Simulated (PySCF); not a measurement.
# Energy profile

The step: BHF₂ ([F][BH][F]) + H₂O → BHOF₂ ([OH][B]([F])[F]) + H₂; bonds formed: H2–H5; dative contacts that become bonds: B1–O6; bonds broken: B1–H2, H5–O6 (atoms numbered as in the saddle structure below).

B1  (-0.380, -0.329, -0.146)
H2  (0.274, 0.118, -1.279)
F3  (-0.469, -1.659, -0.198)
F4  (-1.508, 0.387, 0.015)
H5  (0.847, 0.385, -0.434)
O6  (0.759, 0.158, 0.775)
H7  (0.478, 0.939, 1.268)
(Å)

Electronic energies by CCSD(T) at an estimated basis limit (MP2 extrapolated from triple and quadruple zeta, plus CCSD(T) − MP2 in triple zeta), on PBE0-D4/def2-TZVP structures; BH3OF2, singlet; no counterpoise correction. Computed with PySCF 2.14 with density fitting (its default auxiliary sets; JK sets also for MP2 and CCSD(T)) (basis: def2-TZVPP and def2-QZVPP); correlated methods freeze the cores. Extrapolation: Hartree–Fock as exp(−7.88 √X), correlation as X^−2.97.

**Question.** Give the profile in eV, counted from the separated reactants. (To be estimated.)

**Answer.** The calculation gives:
```tsv
point	eV
separated: BHF2 (linked as [F][BH][F]; B1, H2, F3, F4; singlet) + H2O (H5, O6, H7; singlet)	0.000
start structure	-0.285
saddle	1.024
end structure	-1.094
separated: BHOF2 (linked as [OH][B]([F])[F]; B1, F3, F4, O6, H7; singlet) + H2 (H2, H5; singlet)	-1.060
```

The T1 diagnostic stays at or below 0.014.

The step is the kind of ligand exchange by which a precursor binds to a hydroxyl group, or is hydrolysed, in atomic layer deposition of oxides.

For scale, one of the runs: CCSD(T)/def2-TZVPP, 166 basis functions, launched by `OMP_NUM_THREADS=4 python run.py`. Hardware: 4 CPU threads of an Arm Neoverse V1, shared host. Wall time 3.5 min; peak host memory 1.8 GiB.
